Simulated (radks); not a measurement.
Task: Lu V, configuration [Xe] 4f13. Calculated with a radial shooting solver on a logarithmic mesh with Libxc functionals: Dirac Kohn-Sham, PBE, spin-unpolarised, spherical densities, finite nucleus; open shells fill j = l - 1/2 first; Fermi nuclear charge, rms radius 5.37 fm. Some entries of the table are withheld. Estimate them.

orbital  occ.  eigenvalue (hartree)  r(max) (bohr)
1s1/2       2             -2322.264            (1)
2s1/2       2             -396.5745        0.06950
2p1/2       2             -378.6509        0.05193
2p3/2       4             -337.5867        0.05845
3s1/2       2             -91.28628         0.1960
3p1/2       2                   (2)         0.1839
3p3/2       4                   (3)         0.1973
3d3/2       4             -61.08608         0.1552
3d5/2       6             -59.17423         0.1589
4s1/2       2             -19.61936         0.4465
4p1/2       2             -16.38186         0.4473
4p3/2       4             -14.38325         0.4759
4d3/2       4              -9.05384         0.4754
4d5/2       6              -8.68776         0.4845
5s1/2       2              -3.87574          1.033
5p1/2       2              -2.94390          1.114
5p3/2       4              -2.66062          1.194
4f5/2       6              -2.14365         0.4629
4f7/2       7              -2.08446         0.4680

Result: 
(1) 1s1/2 r(max) (bohr): 0.01213
(2) 3p1/2 eigenvalue (hartree): -83.34461
(3) 3p3/2 eigenvalue (hartree): -74.58663
